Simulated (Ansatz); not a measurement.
`[NH2][Al]([OH])[Br]` + H–F → `[NH2][Al]([OH])[F]` + HBr  (ligand exchange at the Al–Br bond)

Isolated molecules relaxed with PBE0-D4/def2-TZVP in Ansatz; ΔE leaves out vibrations. CCSD(T)/CBS adds triple-zeta CCSD(T) − MP2 to the extrapolated MP2 energy (def2 sets, frozen cores). This one scheme is used for every species. For Br outer-core shells are correlated without core-valence functions, which leaves a few kJ/mol of doubt a bond. Scalar relativity is left out up to krypton. One conformer a species, not always the lowest.

```tsv
species	CCSD/def2-TZVPP energy (Eh)
`[NH2][Al]([OH])[Br]`	-2946.46430
H–F	-100.33828
`[NH2][Al]([OH])[F]`	-473.51161
HBr	-2573.29970
```

(1) Work out ΔE.

Largest T1 diagnostic among the species: 0.012.

Answers

(1) ΔE = (-473.51161) + (-2573.29970) − (-2946.46430) − (-100.33828) = -0.00873 Eh = -5.5 kcal/mol. CCSD(T)/CBS gives -4.3 kcal/mol.

The D4 term adds +1.2 kcal/mol with B3LYP and +0.7 kcal/mol with PBE0; it sums over pairs of atoms, weighted by their polarisabilities, and B3LYP, whose exchange is more repulsive, gets the larger term. At CCSD(T), def2-SVP lies −2.8 kcal/mol from the extrapolated value and def2-TZVPP −0.8 kcal/mol.

B3LYP here is the variant with VWN-RPA as its local correlation; programs differ in this.
